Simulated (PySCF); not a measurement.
**Pt (platinum, neutral) across methods**

[Xe] 4f14 5d9 6p1, one real determinant (an excited configuration). Computed with PySCF 2.14 in def2-SVPD with the def2 core potential (60 electrons), with scalar relativity through the core potential.

| method | E (hartree) | mean ε 5d α (eV) | mean ε 5d β (eV) | mean ε 6p α (eV) | Σ⟨r²⟩ (bohr²) | ⟨S²⟩ |
| --- | --- | --- | --- | --- | --- | --- |
| UHF | -118.23957 | -13.706 | -12.754 | -3.550 | 62.05 | 2.002 |
| MN15 | -118.8827 | -10.551 | -9.980 | -2.909 | 60.77 | 2.000 |
| r2SCAN | -119.1171 | -8.486 | -7.726 | -2.155 | 60.54 | 2.001 |
| LDA | -118.8737 | -8.432 | -7.749 | -2.111 | 61.08 | 2.000 |
| r2SCAN0 | -119.0649 | -10.008 | -9.216 | -2.618 | 60.60 | 2.001 |
| TPSSh | -119.0406 | -8.810 | -8.112 | -2.196 | 61.03 | 2.001 |
| wB97M-V | -118.9910 | -12.228 | -11.540 | -3.867 | 60.75 | 2.000 |
| PBE | -119.1136 | -8.246 | -7.566 | -2.031 | 61.09 | 2.000 |

(1) Estimate the same row for PBE0.

⟨L²⟩ = 8.12 against 12 for a pure F term, so this real determinant mixes terms. Energies and moments cover only the electrons outside the core potential. Spin-orbit coupling, absent here, splits the open shell strongly.

## Answers

(1) E (hartree) = -119.0716; mean ε 5d α (eV) = -9.808; mean ε 5d β (eV) = -9.070; mean ε 6p α (eV) = -2.526; Σ⟨r²⟩ (bohr²) = 61.03; ⟨S²⟩ = 2.001.
